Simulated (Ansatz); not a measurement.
Basis-set extrapolation for `FBOC(F)(F)F` (PBE0-D4/def2-TZVP geometry, frozen core, Ansatz 0.2.0). Multiplicity 1, RHF reference.

```tsv
	def2-TZVPP	def2-QZVPP
HF	-536.121349	-536.144992
MP2 correlation	-1.464821	-1.597404
CCSD(T) correlation	-1.521449	not run
```

Energies in hartree. Use E(X) = E(∞) + A·exp(−7.88·√X) for Hartree–Fock and E(X) = E(∞) + B·X^(−2.97) for correlation, with X = 3 and 4, and add CCSD(T) minus MP2 of the smaller set to the MP2 limit.

**Question.** What is the CCSD(T) energy at the basis-set limit?

**Answer.** HF limit: -536.144992 + (-0.023643) × 0.13774 = -536.14825. MP2 limit: -1.597404 + (-0.132583) × 0.74074 = -1.69561. Higher-order term: -1.521449 − (-1.464821) = -0.05663. Total: -537.90049 hartree, 7.01 eV below CCSD(T)/def2-TZVPP.
